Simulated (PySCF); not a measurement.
Pentafluoroethane, SMILES FC(F)C(F)(F)F (C₂HF₅) (PBE0/def2-SVP optimised geometry):

```
8

F     -0.080    -0.280     1.088
C      0.373     0.354     0.000
F     -0.080     1.614     0.000
C     -0.154    -0.362    -1.245
F     -1.477    -0.377    -1.267
F      0.287     0.258    -2.335
F      0.291    -1.614    -1.261
H      1.477     0.354     0.000
```

Calculation: PySCF with PBE0/def2-TZVP.

### Question
What are the frontier orbital energies and the dipole moment?

### Answer
HOMO-2 -12.31 eV, HOMO-1 -12.30 eV, HOMO -10.47 eV, LUMO 1.45 eV, LUMO+1 1.85 eV; dipole moment 1.47 D.

On the same geometry PBE/def2-TZVP (PySCF) gives HOMO-2 -10.17 eV, HOMO-1 -10.06 eV, HOMO -8.60 eV, LUMO 0.50 eV, LUMO+1 0.64 eV; dipole moment 1.35 D.

Meta-Löwdin charges at PBE0/def2-TZVP: F1 -0.27, C2 0.42, F3 -0.27, C4 0.77, F5 -0.25, F6 -0.26, F7 -0.26, H8 0.13.
